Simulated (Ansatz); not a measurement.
```yaml
crystal:
  periodic: [false, false, false]
  atoms:
    - {symbol: B, position_ang: [-1.308733, 2.188283, -0.546656]}
    - {symbol: Si, position_ang: [-0.856048, 0.237918, -0.380949]}
    - {symbol: C, position_ang: [0.845875, -0.155177, 0.318572]}
    - {symbol: C, position_ang: [1.118774, -1.647370, 0.477457]}
    - {symbol: H, position_ang: [-2.275853, 2.529189, -1.163880]}
    - {symbol: H, position_ang: [-0.670855, 3.052671, -0.017931]}
    - {symbol: H, position_ang: [-1.025646, -0.448664, -1.697847]}
    - {symbol: H, position_ang: [-1.905838, -0.332822, 0.524695]}
    - {symbol: H, position_ang: [1.596938, 0.301809, -0.335399]}
    - {symbol: H, position_ang: [0.939149, 0.357076, 1.282571]}
    - {symbol: H, position_ang: [1.048121, -2.169142, -0.480565]}
    - {symbol: H, position_ang: [0.397205, -2.113504, 1.153484]}
    - {symbol: H, position_ang: [2.117312, -1.835069, 0.881148]}
basis:
  gaussian: {orbitals: def2-TZVPP}
hamiltonian: {xc: {name: HF}}
correlation: {active_space: {window: {electrons: 6, orbitals: 2}}}
```

```sh
$ ansatz run in.yaml --threads 4 --pin off --events-out ev --progress --plain --max-ram 10444MiB
```

Shortened log:

```
Functional definition: HF
1485 factors; integrals over basis functions are off by at most 9.7e-4 eV
mean field evaluation 1: about -10734.4708 eV, gradient 3.1e1 eV
mean field evaluation 2: about -10734.6411 eV, gradient 3.1e1 eV
mean field evaluation 4: about -10737.7579 eV, gradient 3.7e0 eV
mean field evaluation 8: about -10737.8150 eV, gradient 1.4e-1 eV
mean field -10737.81507402 eV, -394.6074256179 hartree, gradient 1.5e-6 eV, S^2 0.000000; 0 other end points of the search recorded, 0 dependent functions left out
reference -10737.81507402 eV, -394.6074256179 hartree; 20, 20 occupied and 241, 241 virtual orbitals, 1485 factors
Error: 6 electrons in 2 orbitals form no window around the highest filled level of the reference
```

(1) What is wrong with this run?

## Answers

(1) The active space doesn't fit the electrons. The run stopped with an error.
